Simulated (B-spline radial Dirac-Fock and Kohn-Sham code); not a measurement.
# Elastic and transport cross sections of palladium for electrons

Method: relativistic (Dirac) partial waves in the static field of the Dirac-Fock atom with Furness-McCarthy exchange, without polarisation or absorption potentials. Computed with a radial atomic solver. σ_tr1 and σ_tr2 weight the cross section with 1 − P₁ and 1 − P₂ of cos θ; "backward" is the share scattered beyond 90°.

| energy (eV) | σ (a₀²) | σ_tr1 (a₀²) | σ_tr2 (a₀²) | σ/σ_tr1 | backward (%) |
| --- | --- | --- | --- | --- | --- |
| 374 | 11.5 | 4.67 | 4.25 | 2.46 | 20 |
| 409 | 11.0 | 4.37 | 3.88 | 2.52 | 19 |
| 435 | 10.7 | 4.17 | 3.66 | 2.56 | 19 |
| 500 | 10.0 | 3.72 | 3.20 | 2.69 | 18 |
| 544 | ? | ? | ? | ? | ? |
| 618 | 9.08 | 3.06 | 2.63 | 2.96 | 15 |
| 669 | 8.76 | 2.83 | 2.45 | 3.09 | 14 |
| 717 | 8.49 | 2.64 | 2.31 | 3.22 | 14 |
| 1000 | 7.32 | 1.84 | 1.74 | 3.98 | 10 |
| 1330 | 6.42 | 1.31 | 1.37 | 4.89 | 7.9 |
| 1420 | 6.23 | 1.21 | 1.30 | 5.13 | 7.5 |
| 1500 | 6.07 | 1.13 | 1.23 | 5.35 | 7.1 |
| 1530 | 6.01 | 1.11 | 1.21 | 5.44 | 7.0 |
| 1560 | 5.96 | 1.08 | 1.19 | 5.52 | 6.9 |
| 2000 | 5.28 | 0.784 | 0.952 | 6.73 | 5.5 |
| 2140 | 5.10 | 0.717 | 0.894 | 7.11 | 5.2 |
| 2200 | 5.03 | 0.691 | 0.870 | 7.28 | 5.0 |
| 2510 | 4.70 | 0.579 | 0.765 | 8.12 | 4.4 |
| 2620 | 4.60 | 0.546 | 0.733 | 8.42 | 4.2 |
| 3000 | 4.28 | 0.453 | 0.638 | 9.45 | 3.7 |
| 4850 | 3.29 | 0.229 | 0.373 | 14.4 | 2.1 |
| 5000 | 3.23 | 0.219 | 0.360 | 14.8 | 2.0 |

Q: Fill in the row for 544 eV.

A: σ = 9.62 a₀², σ_tr1 = 3.45 a₀², σ_tr2 = 2.95 a₀², σ/σ_tr1 = 2.79, backward 17 %. The ratio σ/σ_tr1 is roughly the number of elastic collisions that randomise the direction.
